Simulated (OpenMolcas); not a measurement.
Hf I: effect of the IPEA shift

```yaml
Program: OpenMolcas
Basis: ANO-RCC-VTZP [8s7p5d3f2g1h]
Scalar_Hamiltonian: DKH2, point nucleus
Active_space: 4 electrons in 9 orbitals (RAS2 5d 6s; RAS3 6p, at most 2 electrons)
State_averaging: 2S+1 = 3 even, 55 roots; 2S+1 = 5 even, 10 roots kept (CI in the orbitals of an earlier block); 2S+1 = 1 even, 50 roots kept (CI in the orbitals of an earlier block, 43 in the spin-orbit step); 2S+1 = 3 odd, 72 roots (47 in the spin-orbit step); 2S+1 = 5 odd, 30 roots kept (CI in the orbitals of an earlier block); 2S+1 = 1 odd, 28 roots kept (CI in the orbitals of an earlier block)
Spin-orbit_coupling: state interaction with AMFI integrals over the reference wave functions, term energies averaged over their components
```

Methods on the same reference wave functions:
A. RASSCF
B. MS-RASPT2, IPEA 0 Eh, imaginary shift 0.1 Eh (closed shells correlated: 5s 5p)
C. MS-RASPT2, IPEA 0.25 Eh, imaginary shift 0.1 Eh (closed shells correlated: 5s 5p)

Energies in cm-1 above 5d2 6s2 3F2, the measured ground level; measured values from NIST Handbook of Basic Atomic Spectroscopic Data.

| Level | A | B | C | Measured |
| --- | --- | --- | --- | --- |
| 5d2 6s2 3F2 | 0.0 | 0.0 | 0.0 | 0.0 |
| 5d2 6s2 3F3 | 2236 | 2280 | 2300 | 2357 |
| 5d2 6s2 3F4 | 4402 | 4420 | 4430 | 4568 |
| 5d2 6s2 3P0 | 5856 | 4890 | 5190 | 5522 |
| 5d2 6s2 3P1 | 6797 | 5880 | 6180 | 6573 |
| 5d 6s2 6p 3F* 2 [58 %] | 10131 | 11390 | 11720 | 10509 |
| 5d2 6s2 1G4 | 11904 | 11080 | 10980 | 10533 |
| 5d 6s2 6p 3F* 3 [72 %] | 13392 | 15020 | 15460 | 14542 |
| 5d3 6s 5F1 | 13790 | 12310 | 12870 |  |
| 5d3 6s 5F2 | 14527 | 13070 | 13630 |  |
| 5d 6s2 6p 3D* 1 | 14891 | 14480 | 15320 | 14018 |
| 5d3 6s 5F3 | 15581 | 14150 | 14700 |  |
| 5d2 6s 6p 5G* 3 [56 %] | 16455 | 19470 | 19290 |  |
| 5d 6s2 6p 3F* 4 [51 %] | 16668 | 18610 | 19020 |  |
| 5d 6s2 6p 3D* 2 | 16814 | 16460 | 17270 | 16163 |
| 5d3 6s 5F4 | 16838 | 15410 | 15960 |  |
| 5d3 6s 5F5 | 18157 | 16670 | 17240 |  |
| 5d2 6s 6p 5G* 4 [50 %] | 18415 | 21030 | 21300 |  |
| 5d 6s2 6p 3P* 1 | 19316 | 19690 | 20340 | 18143 |
| 5d 6s2 6p 3P* 0 | 19406 | 19750 | 20430 | 18270 |
| 5d2 6s 6p 5G* 5 | 19801 | 23030 | 23250 |  |
| 5d2 6s 6p 5F* 1 | 20104 | 22230 | 22720 |  |
| 5d 6s2 6p 3P* 2 [74 %] | 20279 | 20990 | 21530 | 19791 |
| 5d2 6s 6p 5F* 2 | 20806 | 22890 | 23380 |  |

Deviations, from unrounded energies. A percentage is the sum of absolute deviations over the sum of measured energies, with the sign that they share, or ± where signs differ.

| Against measurement | Levels | A | B | C |
| --- | --- | --- | --- | --- |
| mean absolute deviation (cm-1) | 12 | 670 | 700 | 1000 |
| fine structure of the ground term (%) | 2 | -4.1 | -3.2 | -2.8 |
| other terms of the ground configuration (%) | 3 | +8.5 | ±8.3 | ±5.2 |
| other configurations (%) | 7 | ±5.2 | +5.7 | +9.6 |

A, B lie about equally close to measurement and C furthest from it. The largest miss of A in the table is 5d2 6s2 1G4, by +1400 cm-1. The ranking rests on the paired levels alone, and a cruder setting can come out closer through cancelling errors.

Between B and C the level of the table that moves most is 5d 6s2 6p 3D* 1, by 840 cm-1 (lowest in B, highest in C). Moves below CASPT2's spread within the term are not significant.

The mean deviations of B to C differ by less than CASPT2's widest spread within a term (950 cm-1), so their order carries little weight.

From A to B the spin-free energies of the other terms of 5d2 6s2 shown, above 3F, scale by factors of 0.79 to 0.90, as is usual when dynamic correlation screens the repulsion within a d or f shell.

The lowest spin-free term lies below A's lowest term by 0.261 hartree in B, 0.254 hartree in C.

CASPT2 does not keep the components of a term degenerate, so their means are used; among the terms shown or strongly mixed into the levels shown the widest spread is 950 cm-1 (5d2 6s2 1G, B). Over all roots computed the reference weight is 0.88 to 0.94 in B; the roots of lowest weight are the least certain, and an intruder state may touch them. Some high roots are left out of the spin-orbit mixing, which shifts the levels that they would mix with. Terms from blocks run as CI alone lack orbitals of their own. Configurations are named by rounded mean occupations; where the s occupation lies near a half they are strongly mixed, a name can repeat and a true partner stay unpaired. A single d shell beside an s shell can misplace configurations of different d count against each other. Without dynamic correlation excited terms often stand tens of per cent too high (terms of higher spin than the ground term too low), and those without a measured partner can miss by more than the paired ones (holds for A). The CASPT2 spread within a term exceeds the gap to the next term for 5d 6s2 6p 1D* and 5d3 6s 5F, so the order of their levels is uncertain, and so are names and mixing where such terms share a J (holds for B). Measured partners are found by configuration, term and J. A level has none where our copy of the source lacks it or the pairing is in doubt (some pairs that miss far off the trend of their configuration count as doubtful), and it then counts in no deviation. Only configurations of the active space appear. Levels that lie high or do not pair safely by name in every column are left out.

A share in square brackets marks a mixed level and gives the weight of the term that names it, the lowest over the columns. * marks odd parity.
